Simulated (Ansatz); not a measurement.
Calculated with Ansatz (gas phase, PBE0-D4/def2-TZVP geometries, no zero-point term in ΔE). CBS: MP2 limit from def2 TZ/QZ plus the TZ coupled-cluster correction, frozen cores. DFT in def2-TZVPP. B3LYP here is the variant with VWN-RPA as its local correlation; programs differ in this. def2 core potentials past Kr. For Ge, I outer-core shells are correlated without core-valence functions, which leaves a few kJ/mol of doubt a bond. Scalar relativity is left out up to krypton. Each species was taken in one conformer, which may not be the lowest.

Reaction (ligand exchange at a Ge–C bond): `F[SiH](F)[CH2][GeH3]` + HI → `[GeH3][I]` + `C[SiH](F)F`

Q: Is it downhill or uphill in electronic energy at CCSD(T)/CBS, and by how much? (An estimate is asked.)

A: The calculation gave: Downhill: ΔE = -91.0 kJ/mol.

Q: What do these levels give: PBE0-D4, ωB97M-V, PBE0, B3LYP, SCS-MP2/def2-TZVPP, MP2/def2-QZVPP? (Best estimate.)

A: The calculation gave: PBE0-D4 -96.7, ωB97M-V -93.4, PBE0 -99.6, B3LYP -101.4, SCS-MP2/def2-TZVPP -91.1, MP2/def2-QZVPP -94.6 kJ/mol.

Largest T1 diagnostic among the species: 0.011.

The D4 term adds +4.8 kJ/mol with B3LYP and +2.9 kJ/mol with PBE0; it sums over pairs of atoms, weighted by their polarisabilities, and B3LYP, whose exchange is more repulsive, gets the larger term. In def2-TZVPP, CCSD(T) changes the Hartree–Fock value by +24.8 kJ/mol (the triples alone add +1.9 kJ/mol) and MP2 by +19.0 kJ/mol.
